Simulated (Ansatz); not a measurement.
A structure relaxed at PBE-D4/def2-SVP in Ansatz, charge 0, doublet:

```xyz
56

Ge   -1.482   -4.149    0.403
Ge   -4.225   -0.493    0.644
Ge    1.019    2.814    3.858
Ge   -2.643    2.791    2.308
Ge   -0.476   -0.559    1.998
Ge    3.082   -0.602   -0.257
Ge   -0.863   -0.706   -1.562
Ge    0.620    2.837   -0.078
Ge    1.609   -3.822   -2.168
Ge    2.348   -0.449   -4.155
Ge   -3.115    2.586   -1.626
Ge   -0.472   -2.988    2.305
Ge    1.084    0.368    3.711
Ge    3.157   -3.044   -0.435
Ge   -2.721    0.343    2.381
Ge   -0.699   -3.148   -1.689
Ge   -3.163    0.138   -1.466
Ge   -1.291    3.541    4.207
Ge    1.862    3.819    1.793
Ge   -1.722    3.534    0.157
Al    0.823    0.370    0.019
Ge    3.924    0.227   -2.408
Ge    0.097    0.348   -3.612
Ge    2.249   -2.887   -4.337
H    -1.112   -5.661    0.438
H    -3.030   -4.031    0.502
H    -5.623    0.181    0.769
H    -4.413   -2.033    0.746
H     1.895    3.220    5.086
H    -4.104    3.325    2.452
H     4.121   -0.172    0.828
H     1.162    3.497   -1.387
H     1.636   -5.382   -2.244
H     2.732    0.171   -5.536
H    -4.576    3.116   -1.503
H    -2.575    3.004   -3.025
H    -1.267   -3.316    3.605
H     0.993   -3.473    2.501
H     0.661   -0.281    5.069
H     2.514   -0.143    3.367
H     2.790   -3.724    0.916
H     4.584   -3.530   -0.830
H    -3.184   -0.143    3.793
H    -1.631   -3.621   -2.852
H    -3.939   -0.473   -2.677
H    -1.863    2.937    5.524
H    -1.331    5.093    4.332
H     1.689    5.365    1.889
H     3.384    3.513    1.660
H    -1.860    5.091    0.108
H     4.020    1.781   -2.403
H     5.331   -0.340   -2.766
H     0.065    1.889   -3.396
H    -0.912    0.010   -4.760
H     3.638   -3.440   -4.773
H     1.208   -3.297   -5.420
```

**Question.** Give its formula.

**Answer.** AlGe₂₃H₃₂.

**Question.** Summarise the bond lengths by kind (pairs closer than 1.2 times the sum of covalent radii, bridged metal pairs left out).

**Answer.** 28 × Ge–Ge 2.45 to 2.50 Å; 4 × Al–Ge 2.47 to 2.55 Å; 32 × Ge–H 1.56 to 1.57 Å.

Single mean-field runs in def2-SVP are fitted with def2-universal-jkfit.
